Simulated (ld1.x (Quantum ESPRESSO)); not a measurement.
What the settings do to the RRKJ potential of Co (Z = 27)

Base potential:

ld1.x (Quantum ESPRESSO) 7.5 input, shortened:

```
&input
   title='Co', zed=27., rel=1, dft='PZ', iswitch=3,
   config='[Ar] 3d7 4s0 4p0'
 /
 &inputp
   pseudotype=2, tm=.false., lloc=0,
   nlcc=.false.
 /
3
3P  2  1   6.00   0.00  0.85  0.85  0.0
3D  3  2   7.00   0.00  0.90  0.90  0.0
4S  1  0   0.00   0.00  1.65  1.65  0.0
 &test
   configts(1)='3p6 3d7 4s0 4p0'
 /
```

All-electron outer shells of the reference configuration (LDA (PZ), scalar-relativistic, ld1.x):

| shell | level (eV) | outermost node (bohr) | outermost maximum (bohr) |
| --- | --- | --- | --- |
| 3s | -121.03 | 0.31 | 0.67 |
| 3p | -84.69 | 0.28 | 0.68 |
| 3d | -27.39 | – | 0.66 |
| 4s | -21.11 | 0.95 | 2.07 |
| 4p | -14.70 | 1.03 | 2.47 |

Cutoffs, loose and tight: the cutoffs (Ry, on a coarse ladder) from which the occupation-weighted sum of valence levels, in a spherical-Bessel basis at the reference potential, stays within 10 and 1 mRy of its value at 400 Ry. They do not see the model core or the augmentation charge, which bear on the density cutoff. Test errors are all-electron minus pseudo excitation energies from the reference, over the configurations 3p6 3d7 4s2 4p0; 3p6 3d7 4s1 4p0; 3p6 3d6 4s0 4p0; 3p6 3d8 4s0 4p0; 3p6 3d7 4s1.5 4p0; 3p6 3d7.5 4s1.5 4p0; 3p6 3d7 4s1 4p1 (two spin-polarised tests are not counted in the largest error). A dash means not determined; rows that change the core or the reference have their own tests.

A true bound ghost makes a file unfit for plane-wave use even where its test errors are small: the radial tests pick states by their node count and pass the ghost by.

| change | outcome | cutoff, loose | cutoff, tight | bound ghosts | largest test error (meV) |
| --- | --- | --- | --- | --- | --- |
| base | generated | 200 Ry | 300 Ry | none | -627 |
| all radii scaled by about 0.89 (s 1.48, p 0.76, d 0.80 bohr) | generated | 260 Ry | over 300 Ry | none | -549 |
| all radii scaled by about 1.06 (s 1.76, p 0.90, d 0.96 bohr) | generated | 180 Ry | 260 Ry | none | -649 |
| all radii scaled by about 1.18 (s 1.94, p 1.00, d 1.06 bohr) | generated | 160 Ry | 230 Ry | none | -668 |
| all radii scaled by about 1.25 (s 2.06, p 1.06, d 1.12 bohr) | generated | 140 Ry | 200 Ry | none | -669 |
| all radii scaled by about 1.34 (s 2.22, p 1.14, d 1.20 bohr) | generated | 120 Ry | 180 Ry | none | -666 |

What comes out with this change to the base: all radii scaled by about 0.78 (s 1.30, p 0.66, d 0.70 bohr)?

outcome: generated; cutoff, loose: 300 Ry; cutoff, tight: over 300 Ry; bound ghosts: s (extra level of the local part); largest test error (meV): -416.

Reading the sweep of the scale of all radii (base = 1) (base included, trends over the rows without a ghost): The loose cutoff falls from 260 Ry at 0.89 to 120 Ry at 1.34. A larger radius leaves more room for a smooth pseudo-wave, so fewer plane waves are needed; a smaller one forces it to follow the all-electron wave where it bends sharply. The median size of the test errors (rows with all tests solved) is not monotonic: lowest 11.6 meV at 1, highest 22.7 meV at 1.18. Bound ghosts are found at 0.78.
